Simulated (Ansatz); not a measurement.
Cu₂I₃, relaxed as a doublet with UKS B3LYP-D4/def2-SVP in Ansatz, starting from the GFN1-xTB geometry. Force threshold 0.02 eV/Å.

In the def2 sets I takes a core potential; there is no spin–orbit coupling. The structure comes from a short search, and lower isomers may exist.

Start:

```xyz
5

Cu   -0.3933    0.9906    1.9752
Cu    0.0595   -0.0301   -0.1895
I     1.1031   -1.9149   -1.5779
I    -2.1176   -1.1966   -0.8558
I     1.3484    2.1510    0.6480
```

| step | energy (eV) | largest force component (eV/Å) | SCF passes |
| --- | --- | --- | --- |
| 1 | -113585.8740 | 0.421 | 23 |
| 2 | -113586.0245 | 0.438 | 31 |
| 3 | -113586.2097 | 0.602 | 30 |
| 4 | -113586.4614 | 0.683 | 32 |
| 5 | -113586.7939 | 0.552 | 39 |
| 6 | -113586.8873 | 0.816 | 38 |
| 7 | -113586.9713 | 0.144 | 32 |
| 8 | -113586.9796 | 0.250 | 33 |
| 9 | -113586.9870 | 0.028 | 30 |
| 10 | -113586.9872 | 0.011 | 22 |

Force components are those of the run's own axes.

End:

Cartesian coordinates in Å:
```
Cu -1.025 1.059 1.189
Cu 0.568 -0.173 -0.351
I 1.202 -1.955 -1.922
I -2.008 -0.942 0.092
I 1.263 2.010 0.992
```

Bonds formed: Cu1–I4 (atoms count from 1). The end is the same structure that another start reached.

No frequencies were taken in this run, so the end may be a saddle point.

It took 42 s on 4 threads of Intel Xeon 6975P-C on a shared host, peak host memory 0.86 GiB.
